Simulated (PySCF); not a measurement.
1-hydroxysilylpropan-2-one (C3H8O2Si), SMILES CC(=O)C[SiH2]O. Atoms are numbered in the order given.

```xyz
14

C      2.5312     0.1155    -0.2444
C      1.1029     0.5219     0.0062
O      0.5805     1.4371    -0.6164
C      0.3172    -0.2685     1.0186
Si    -1.2436    -0.9537     0.1641
O     -2.0167     0.3489    -0.5068
H      2.5694    -0.9489    -0.5311
H      2.9709     0.7348    -1.0365
H      3.1195     0.2111     0.6832
H      0.9147    -1.0434     1.5239
H     -0.0712     0.4328     1.7787
H     -0.8138    -1.9723    -0.8454
H     -2.1313    -1.6071     1.1648
H     -1.3670     1.0436    -0.7315
```
Charge 0, spin multiplicity 1.

Coordinates come from a r2SCAN-D4/def2-SVP optimisation. The values are those of a single conformer.

Method: PySCF with TDA-PBE/def2-SVPD.

Vertical excitations. Gas-phase values at a fixed geometry.

Task: Give excitation energies, oscillator strengths and character. (The exact figures need the calculation; the answer reports its results.)

Result: 
| state | energy (eV) | λ (nm) | f | main pairs |
|---|---|---|---|---|
| S1 | 4.28 | 289 | 0.004 | HOMO→LUMO 100 % |
| S2 | 4.89 | 253 | 0.001 | HOMO−1→LUMO 98 % |
| S3 | 5.84 | 212 | 0.013 | HOMO→LUMO+1 99 % |
| S4 | 5.98 | 207 | 0.008 | HOMO→LUMO+2 73 %, HOMO−2→LUMO 23 % |
| S5 | 5.99 | 207 | 0.074 | HOMO−2→LUMO 63 %, HOMO→LUMO+2 26 % |
| S6 | 6.66 | 186 | 0.015 | HOMO−1→LUMO+1 93 % |
| S7 | 6.72 | 184 | 0.031 | HOMO−3→LUMO 36 %, HOMO−4→LUMO 31 %, HOMO→LUMO+3 22 % |
| S8 | 6.79 | 183 | 0.006 | HOMO→LUMO+3 61 %, HOMO−4→LUMO 35 % |
| S9 | 6.83 | 182 | 0.014 | HOMO−1→LUMO+2 29 %, HOMO−3→LUMO 18 %, HOMO−4→LUMO 18 %, HOMO→LUMO+3 13 % |
| S10 | 6.84 | 181 | 0.012 | HOMO−1→LUMO+2 62 %, HOMO−4→LUMO 13 % |
| T1 | 3.74 | 332 | 0 | HOMO→LUMO 100 % |
| T2 | 4.78 | 260 | 0 | HOMO−1→LUMO 98 % |
| T3 | 5.50 | 225 | 0 | HOMO−2→LUMO 88 % |
| T4 | 5.77 | 215 | 0 | HOMO→LUMO+1 100 % |
Triplets are in the Tamm–Dancoff approximation.
